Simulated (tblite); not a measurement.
Species: C₅H₁₂Si.
Z-matrix (Å and degrees, GFN2-xTB geometry), rows numbered from 1:
```
C 
C   1  1.3213
C   2  1.4869  1  124.84
Si  3  1.9155  2  111.51  1   108.30
C   4  1.9038  3  109.78  2   -58.09
C   5  1.5255  4  113.26  3   -61.27
H   1  1.0785  2  121.69  3     1.67
H   1  1.0768  2  122.20  3  -178.73
H   2  1.0830  1  119.89  3   178.38
H   3  1.0907  2  109.50  1  -131.69
H   3  1.0905  2  109.96  1   -13.88
H   4  1.4691  3  109.45  2    62.01
H   4  1.4699  3  108.35  2  -178.61
H   5  1.0912  4  109.48  3   176.95
H   5  1.0918  4  109.62  3    60.53
H   6  1.0872  5  110.62  4    61.73
H   6  1.0879  5  110.68  4   -58.29
H   6  1.0891  5  110.95  4  -178.39
```

All values are computed: GFN2-xTB (tblite) harmonic vibrations without scaling, gas phase. This tight-binding method is rough: wavenumbers can miss measured ones by several per cent, in bad cases by 10 to 20. Modes of hydrogen on silicon can be 10 to 20 % off. One conformer, not necessarily the lowest.

Harmonic wavenumbers (cm⁻¹): 33.3, 72.3, 79.5, 152.6, 220.0, 240.7, 288.0, 406.9, 478.0, 579.8, 589.5, 654.3, 689.7, 735.4, 767.1, 786.7, 812.4, 881.2, 955.9, 980.8, 1021.3, 1021.8, 1056.6, 1077.5, 1181.4, 1210.4, 1243.4, 1293.5, 1298.6, 1415.1, 1417.5, 1468.9, 1483.3, 1509.4, 1514.7, 1709.6, 2205.1, 2216.3, 2967.8, 2974.0, 2982.4, 2987.6, 3012.1, 3027.9, 3039.3, 3046.0, 3091.8, 3119.5.

A = 3444, B = 1899, C = 1427 MHz; mass 100.071 u (most abundant isotopes); point group C1, symmetry number 1.

**Question.** What is the zero-point energy?

**Answer.** ½Σν̃ = 32998 cm⁻¹ = 94.35 kcal/mol.

**Question.** What is S at 500 K and 1 bar for an ideal gas of classical rigid rotors and harmonic oscillators?

**Answer.** Translation 42.31, rotation 29.48, vibration 44.65: S = 116.4 cal/(mol K).

**Question.** And Cp and H(500 K) − H(0)?

**Answer.** Cp = 51.60 cal/(mol K), of which vibrations give 43.65 (their classical limit is 48 R = 95.4); H(500 K) − H(0) = 15.16 kcal/mol without the zero-point energy, 11.18 from vibrations.

**Question.** How do the functions run with temperature in this model?

**Answer.** 
```json
{"T (K)": "50", "S (cal/(mol K))": "57.4", "Cp (cal/(mol K))": "13.3", "H − H(0) (kcal/mol)": "0.52", "G − H(0) (kcal/mol)": "-2.35", "ln q(vib)": "0.74"}
{"T (K)": "100", "S (cal/(mol K))": "67.9", "Cp (cal/(mol K))": "17.5", "H − H(0) (kcal/mol)": "1.29", "G − H(0) (kcal/mol)": "-5.50", "ln q(vib)": "2.00"}
{"T (K)": "298.15", "S (cal/(mol K))": "94.3", "Cp (cal/(mol K))": "34.6", "H − H(0) (kcal/mol)": "6.38", "G − H(0) (kcal/mol)": "-21.75", "ln q(vib)": "6.64"}
{"T (K)": "373.15", "S (cal/(mol K))": "102.8", "Cp (cal/(mol K))": "41.5", "H − H(0) (kcal/mol)": "9.23", "G − H(0) (kcal/mol)": "-29.14", "ln q(vib)": "8.34"}
{"T (K)": "750", "S (cal/(mol K))": "140.3", "Cp (cal/(mol K))": "66.1", "H − H(0) (kcal/mol)": "30.00", "G − H(0) (kcal/mol)": "-75.23", "ln q(vib)": "16.73"}
{"T (K)": "1000", "S (cal/(mol K))": "160.8", "Cp (cal/(mol K))": "76.0", "H − H(0) (kcal/mol)": "47.84", "G − H(0) (kcal/mol)": "-112.93", "ln q(vib)": "21.93"}
```

q(vib) and H(0) count from the zero-point level.

**Question.** Which modes carry the vibrational entropy at 500 K?

**Answer.** 33.3 cm⁻¹: 6.65; 72.3 cm⁻¹: 5.11; 79.5 cm⁻¹: 4.92; 152.6 cm⁻¹: 3.64; 220.0 cm⁻¹: 2.93; 240.7 cm⁻¹: 2.76 cal/(mol K); the other 42 give 18.64 together.

**Question.** Blend soft modes into free rotors: weight 1/[1 + (100 cm⁻¹/ν̃)⁴] for the oscillator and the rest for a rotor with moment μB/(μ + B), μ = h/(8π²ν), B = 10⁻⁴⁴ kg m². What vibrational entropy results?

**Answer.** 40.30 cal/(mol K) in place of 44.65, which changes −T·S at 500 K by +2.18 kcal/mol.

Hindered rotation and anharmonicity are outside this model. Other conformers, if any are populated, would add a mixing term that is left out. The structure is chiral; the term R ln 2 for an equal mix with its mirror image is left out.

Time: 0.92 s wall. Hardware: an Arm Neoverse N1 with one thread, on a shared host. The figure is for the frequency step alone.
